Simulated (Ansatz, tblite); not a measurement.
Spin states of AlGaAs2, each relaxed with r2SCAN-D4/def2-SVP in Ansatz. Electronic energies in the gas phase.

The 6-31G sets use Cartesian d functions. The xTB rows come from tblite. LC-ωPBE has ω = 0.4 bohr⁻¹. B3LYP takes the VWN-RPA correlation. Correlated methods freeze 32 core orbitals; core or outer-core shells of Ga, As are correlated, in sets that lack core-valence functions. The structure comes from a short search, and lower isomers may exist.

Singlet geometry (C2v within 0.1 Å):

Cartesian coordinates in Å:
```
Al -0.689 1.909 -1.219
Ga 0.685 -1.927 1.232
As -0.083 -0.627 -0.955
As 0.087 0.645 0.941
```

Triplet geometry (Cs within 0.1 Å):

```tsv
atom	x (Å)	y (Å)	z (Å)
Al1	1.0481	-1.3484	-1.1127
Ga2	-0.6808	1.3603	1.4641
As3	0.3842	0.9521	-0.8018
As4	-0.7515	-0.9641	0.4504
```

Quintet geometry (Cs within 0.1 Å):

```xyz
4

Al    1.401    0.060   -0.705
Ga    0.258    0.284    1.804
As   -0.960    0.974   -0.711
As   -0.699   -1.318   -0.388
```

⟨S²⟩: triplet 2.03 at PBE0-D4/def2-TZVP (pure 2.00), quintet 6.02 at PBE0-D4/def2-TZVP (pure 6.00).

Run but left out: HF/6-31G (singlet: restricted singlet, unstable in another Hartree–Fock run and untested here); HF/def2-TZVP (singlet: restricted singlet, unstable towards broken spin symmetry).

Only these spin states were relaxed. The quintet has other bonds than the singlet, so the gap mixes isomer and spin.

```
              level  triplet − singlet (kJ/mol)  quintet − singlet (kJ/mol)  lowest of these                                                                                                              remarks
           GFN1-xTB                        80.0                       392.4          singlet                                                                                                                    –
           GFN2-xTB                        70.7                       273.1          singlet                                                                                                                    –
   PBE-D4/def2-TZVP                        38.8                       195.8          singlet                                                                                                                    –
r2SCAN-D4/def2-TZVP                        18.9                       168.7          singlet                                                                                                                    –
     B3LYP-D4/6-31G                        52.5                       229.7          singlet                                                                                                                    –
 B3LYP-D4/def2-TZVP                        49.9                       219.0          singlet                                                                                                                    –
  PBE0-D4/def2-TZVP                        35.9                       185.0          singlet                                                                                                                    –
  LC-ωPBE/def2-TZVP                        33.7                       164.4          singlet                                                                                                                    –
      MP2/def2-TZVP                        62.7                       226.5          singlet  restricted SCF unstable (singlet), spin-contaminated (⟨S²⟩ 2.13) (triplet), spin-contaminated (⟨S²⟩ 6.12) (quintet)
```

Change of the quintet − singlet gap on mixing in exact exchange, in kJ/mol: PBE to PBE0 (25 % exact exchange) -10.8.

The xTB methods have no term that favours high spin, so they put low spin too low.
